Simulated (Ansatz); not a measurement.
Geometry optimisation, Ansatz, RKS PBE0-D4/def2-SVP.

input.yaml

```yaml
crystal:
  periodic: [false, false, false]
  atoms:
    - { symbol: Zn, position_ang: [-1.048426, -0.053543, -0.561168] }
    - { symbol: O, position_ang: [2.055941, 0.317841, -0.035323] }
    - { symbol: O, position_ang: [-1.438109, 0.610294, -2.154782] }
    - { symbol: H, position_ang: [1.531947, -0.203203, 0.594777] }
    - { symbol: "N", position_ang: [-0.643346, -0.749986, 1.156714] }
    - { symbol: H, position_ang: [2.171434, 1.155328, 0.425444] }
    - { symbol: H, position_ang: [-0.651848, 0.912471, -2.621671] }
    - { symbol: H, position_ang: [-0.882989, -1.734346, 1.270513] }
    - { symbol: H, position_ang: [-1.094403, -0.254958, 1.925496] }
basis:
  gaussian: { orbitals: def2-SVP }
hamiltonian:
  xc: pbe0
  dispersion: d4
relax:
  f_tol: 0.03
  max_steps: 50
```

Command:

```bash
$ ansatz run input.yaml --threads 2 --pin off --max-ram 3072MiB --backend cpu --events-out ev --progress --plain --runs-dir out
```

**Question.** Where does it end, and by what steps?

**Answer.** The run converged. After 8 steps the energy has fallen by 0.376 eV; O2 moved furthest, 0.52 Å. Joined: Zn1–O2.

| step | energy less start (eV) | largest force component (eV/Å) | accepted |
| --- | --- | --- | --- |
| 0 | 0.0000 | 0.993 | yes |
| 1 | -0.1425 | 0.741 | yes |
| 2 | -0.2800 | 0.834 | yes |
| 3 | -0.3478 | 0.416 | yes |
| 4 | -0.3624 | 0.657 | yes |
| 5 | -0.3602 | 0.260 | no |
| 6 | -0.3749 | 0.092 | yes |
| 7 | -0.3761 | 0.032 | yes |
| 8 | -0.3764 | 0.007 | yes |

```xyz
9
Properties=species:S:1:pos:R:3
Zn -0.647 0.019 -0.512
O 1.549 0.212 -0.107
O -1.244 0.687 -2.057
H 1.153 -0.190 0.722
N -0.487 -0.731 1.210
H 1.933 1.057 0.152
H -0.521 0.956 -2.633
H -0.696 -1.726 1.284
H -1.040 -0.284 1.941
```

Whether the end is a true minimum wasn't checked by a vibrational analysis.

The run took 36 s on 2 threads of Intel(R) Xeon(R) Processor @ 2.70GHz, on a shared host, peak memory 0.23 GiB.
